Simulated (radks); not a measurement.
Results of a calculation; reference values are marked as such.
Ionisation of the carbon ion C2+, [He] 2s2, to [He] 2s1 as the strength of local exchange is varied. Level of theory: scalar-relativistic Kohn-Sham, Slater X-alpha exchange (alpha = 2/3 is LDA exchange), no correlation, spin-polarised, spherical densities, finite nucleus; Fermi nuclear charge, rms radius 2.4702 fm (a radial shooting solver on a logarithmic mesh with Libxc functionals).

alpha	E(C2+) (hartree)	exchange (hartree)	IE (eV)	-e of the level emptied (eV)	<r> of it (bohr)
0.579	-35.38401	-3.20987	43.869	37.334 (2s)	1.393
0.667	-35.87389	-3.72817	45.047	38.725 (2s)	1.375
0.713	-36.13157	-4.00229	45.670	39.462 (2s)	1.365
0.739	-36.27770	-4.15820	46.024	39.881 (2s)	1.360
0.815	-36.70685	-4.61796	47.067	41.121 (2s)	1.345
0.943	-37.43640	-5.40580	48.854	43.251 (2s)	1.320

NIST Atomic Spectra Database: 47.888 eV (measured). The Delta-SCF value meets it near alpha = 0.87.
